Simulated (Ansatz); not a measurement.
`CCS[SiH3]` + `C=N` → `C=NCS[SiH3]` + CH₄ at 700 K and 1 bar (substitution at a C–C bond).

Calculated with Ansatz (gas phase, PBE0-D4/def2-TZVP geometries, no zero-point term in ΔE). CCSD(T)/CBS adds triple-zeta CCSD(T) − MP2 to the extrapolated MP2 energy (def2 sets, frozen cores). This one scheme is used for every species. Each species was taken in one conformer, which may not be the lowest.

```tsv
species	CCSD(T)/CBS energy (Eh)	H − E (kJ/mol)	S (J/(mol·K))
`CCS[SiH3]`	-767.79185	322.5	464.9
`C=N`	-94.52360	135.6	268.6
`C=NCS[SiH3]`	-821.85226	309.8	481.0
CH₄	-40.46206	145.9	224.0
```

H − E and S are ideal-gas, rigid-rotor, harmonic terms from PBE0-D4/def2-TZVP, for one conformer and one mirror image of each species. 1 Eh = 2625.50 kJ/mol, R = 8.31446 J/(mol·K).

Problem. By hand: ΔE, ΔH, ΔS and ΔG.

Solution. ΔE = (-821.85226) + (-40.46206) − (-767.79185) − (-94.52360) = 0.00113 Eh = 3.0 kJ/mol. Δ(H − E) = 309.8 + 145.9 − 322.5 − 135.6 = -2.4, so ΔH = 0.6 kJ/mol. ΔS = 481.0 + 224.0 − 464.9 − 268.6 = -28.5 J/(mol·K). ΔG = 0.6 − 700 × (-28.5)/1000 = 20.6 kJ/mol.

Problem. By hand: the equilibrium constant, and the temperature at which ΔG would vanish if ΔH and ΔS stayed fixed.

Solution. log₁₀ K = −ΔG/(RT ln 10) = -1.5. ΔH and −TΔS have one sign here, so there is no such temperature.

TΔS isn't small against ΔH here. A doubt of 5 kJ/mol in ΔE shifts log₁₀ K by 0.4 here. Other conformers and mirror images would add mixing entropy, several J/(mol·K) or more a flexible species. Modes under 60 cm⁻¹, often nearly free rotors, make the harmonic entropy too high. These are equilibria of isolated gas molecules and say nothing of rates. Largest T1 diagnostic: 0.012 (customary marks: 0.02 for closed shells, 0.045 for open ones).
